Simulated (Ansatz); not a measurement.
Geometry optimisation, RKS PBE/def2-SVP (Ansatz 0.2.0).

Input file:

```yaml
crystal:
  periodic: [false, false, false]
  atoms:
    - { symbol: Ta, position_ang: [-0.100702, 0.111877, 0.027109] }
    - { symbol: Cl, position_ang: [2.34215, 0.325955, -0.089923] }
    - { symbol: "N", position_ang: [-0.121631, 0.130271, 2.045114] }
    - { symbol: H, position_ang: [0.334593, -0.623391, 2.582275] }
    - { symbol: H, position_ang: [-0.420837, 0.877609, 2.687146] }
    - { symbol: "N", position_ang: [0.109413, -0.121796, -1.99166] }
    - { symbol: H, position_ang: [-0.621859, -0.390373, -2.666845] }
    - { symbol: H, position_ang: [0.993681, -0.032978, -2.502808] }
    - { symbol: F, position_ang: [-1.189219, 1.651462, -0.010566] }
    - { symbol: "N", position_ang: [-1.209507, -1.549459, -0.039959] }
    - { symbol: H, position_ang: [-1.787571, -1.860533, 0.746946] }
    - { symbol: H, position_ang: [-1.393387, -2.106835, -0.879146] }
    - { symbol: O, position_ang: [1.320802, -2.430186, 1.40525] }
    - { symbol: H, position_ang: [0.636349, -2.629098, 0.734289] }
    - { symbol: H, position_ang: [2.061725, -2.043825, 0.87168] }
basis:
  gaussian: { orbitals: def2-SVP }
hamiltonian:
  xc: pbe
relax:
  f_tol: 0.03
  max_steps: 50
```

Command:

```bash
$ ansatz run input.yaml --threads 4 --pin off --max-ram 5120MiB --backend cpu --events-out ev --progress --plain --runs-dir out
```

Where does it end, and by what steps?

It converged. After 27 steps the energy has fallen by 0.512 eV; H7 moved furthest, 1.43 Å. Joined: Ta1–O13 (3.22 → 2.38 Å).

```
step  energy less start (eV)  largest force component (eV/Å)  accepted
   0                  0.0000                           0.488       yes
   1                  0.0176                           1.088        no
   2                 -0.0120                           0.507       yes
   3                 -0.0183                           0.183       yes
   4                 -0.0386                           0.476       yes
   5                 -0.1363                           0.618       yes
   6                 -0.2564                           0.953       yes
   7                 -0.2581                           1.389       yes
   8                 -0.3397                           0.329       yes
   9                 -0.3411                           0.351       yes
  10                 -0.3712                           0.363       yes
  11                 -0.4061                           0.279       yes
  12                 -0.4151                           0.878       yes
  13                 -0.4430                           0.379       yes
  14                 -0.4420                           0.972        no
  15                 -0.4600                           0.140       yes
  16                 -0.4688                           0.160       yes
  17                 -0.4831                           0.315       yes
  18                 -0.4853                           0.800       yes
  19                 -0.4969                           0.247       yes
  20                 -0.5032                           0.171       yes
  21                 -0.5065                           0.067       yes
  22                 -0.5086                           0.087       yes
  23                 -0.5098                           0.067       yes
  24                 -0.5108                           0.043       yes
  25                 -0.5114                           0.074       yes
  26                 -0.5119                           0.065       yes
  27                 -0.5121                           0.028       yes
```

```xyz
15
Properties=species:S:1:pos:R:3
Ta -0.022 -0.030 0.193
Cl 2.256 0.870 -0.090
N -0.127 -0.212 2.179
H 0.097 -1.021 2.766
H -0.482 0.559 2.759
N 0.359 -0.923 -1.634
H -0.198 -1.635 -2.117
H 1.099 -0.567 -2.249
F -0.746 1.714 0.029
N -1.700 -1.116 0.000
H -2.283 -1.406 0.791
H -2.112 -1.451 -0.877
O 1.328 -1.925 0.682
H 1.294 -2.086 -0.302
H 2.190 -1.461 0.787
```

Whether the end is a true minimum wasn't checked by a vibrational analysis.

Run time: 90 s on 4 threads of Arm Neoverse V2, with other jobs on the host, peak memory 0.26 GiB.
